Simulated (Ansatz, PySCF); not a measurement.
Another site gives an ion 68965.09 eV lower (`O[SiH2]Br`) at the level CAM-B3LYP-D3(BJ)/def2-TZVPD (PySCF).

A geometry relaxed with CAM-B3LYP-D3(BJ)/def2-TZVPD run with Ansatz (a quantum-chemistry and plane-wave program), charge 0, multiplicity 1:

```xyz
9

H      1.5094     0.8495    -0.5852
Si    -0.5412    -0.4802    -0.2267
O     -1.6460     0.7220    -0.4653
H     -0.5041    -1.2246    -1.5008
H     -0.9957    -1.3830     0.8601
H     -1.9562     1.2363     0.2814
C      1.1441     0.1820     0.1962
H      1.1313     0.7350     1.1369
H      1.8584    -0.6370     0.3033
```

Q: Write the SMILES of this molecule.

A: `C[SiH2]O`
